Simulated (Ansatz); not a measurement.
Start from `OC[SiH2]P` and change one atom or group to get `OC[SiH2][SeH]`.

Ansatz, PBE0-D4/def2-TZVP geometries, multiplicity 1. Each molecule was computed in one conformer, which needn't be the lowest.

Scalar relativity is left out up to krypton. Spin–orbit coupling is left out; it splits and shifts lone-pair levels of the heavy atoms by tenths of an eV.

```tsv
property	`OC[SiH2]P`
HOMO energy (PBE0/def2-TZVPP) / eV	-7.42
HOMO energy (B3LYP/def2-TZVPP) / eV	-7.21
HOMO–LUMO gap (PBE0/def2-TZVPP) / eV	7.58
size of the dipole moment (ωB97M-V/def2-TZVPP) / D	1.06
zero-point energy (PBE0-D4/def2-TZVP) / kJ/mol	201.5
HOMO–LUMO gap (ωB97M-V/def2-TZVPP) / eV	11.38
```

Question: What does the change do to each property? (Estimate.)

Answer: Computed: 
```
                                          property  `OC[SiH2][SeH]`  shift
                HOMO energy (PBE0/def2-TZVPP) / eV            -6.91   0.51
               HOMO energy (B3LYP/def2-TZVPP) / eV            -6.67   0.54
              HOMO–LUMO gap (PBE0/def2-TZVPP) / eV             7.08  -0.50
size of the dipole moment (ωB97M-V/def2-TZVPP) / D             2.72   1.66
    zero-point energy (PBE0-D4/def2-TZVP) / kJ/mol            176.1  -25.4
           HOMO–LUMO gap (ωB97M-V/def2-TZVPP) / eV            10.96  -0.42
```

The zero-point energy changes by -25.4 kJ/mol with -3 modes. Dipoles are sizes alone; their direction can turn.

Positive LUMOs are unbound, so they and the gaps depend on the basis.

B3LYP here is the variant with VWN-RPA as its local correlation; programs differ in this.
